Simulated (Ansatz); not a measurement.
Two isomers of C3H6SSi: A = `[SiH3]C1C=CS1`, B = `C=C1C[SiH2]S1`.

Computed with Ansatz on PBE0-D4/def2-TZVP structures; ΔE is electronic, products minus reactants. CBS: MP2 limit from def2 TZ/QZ plus the TZ coupled-cluster correction, frozen cores. Functionals use def2-TZVPP. B3LYP here is the variant with VWN-RPA as its local correlation; programs differ in this.

A:

Z-matrix (Å, degrees):
```
Si
C 1 1.882
H 1 1.490 2 109.5
H 1 1.486 2 110.0 3 119.1
H 1 1.483 2 108.6 3 -119.8
C 2 1.496 1 114.7 3 75.3
S 2 1.848 1 109.4 3 172.9
H 2 1.093 1 113.3 3 -61.5
C 6 1.338 2 99.6 1 108.9
H 6 1.082 2 128.8 1 -68.9
H 9 1.081 6 134.4 2 -176.5
```

B:

```xyz
11

C    -0.860    1.849   -0.125
C    -0.177    0.719   -0.244
C    -0.521   -0.650    0.309
Si    1.204   -1.322   -0.031
S     1.400    0.545   -1.069
H    -0.502    2.783   -0.541
H    -1.809    1.857    0.399
H    -0.882   -0.628    1.338
H    -1.272   -1.146   -0.312
H     1.323   -2.540   -0.872
H     2.096   -1.469    1.148
```

(1) Which isomer does CCSD(T)/CBS put lower? Give the gap. (Estimate.)

(2) Give E(B) − E(A) in kJ/mol with PBE-D4, PBE0-D4, CCSD/def2-TZVPP, B2PLYP, B3LYP, B3LYP-D4, r2SCAN-D4. (Best estimate.)

Largest T1 diagnostic: 0.013.

Results:

(1) Ansatz gave: B, by 119.4 kJ/mol.

(2) Ansatz gave: PBE-D4 -121.0, PBE0-D4 -125.1, CCSD/def2-TZVPP -121.1, B2PLYP -121.2, B3LYP -123.6, B3LYP-D4 -123.7, r2SCAN-D4 -126.9. None reverses the order clearly.

From PBE to PBE0 (25 % exact exchange), in def2-TZVPP and without D4, E(B) − E(A) moves by −4.1 kJ/mol. In def2-TZVPP, CCSD(T) changes the Hartree–Fock value by +10.6 kJ/mol (the triples alone add +2.7 kJ/mol) and MP2 by +11.4 kJ/mol.
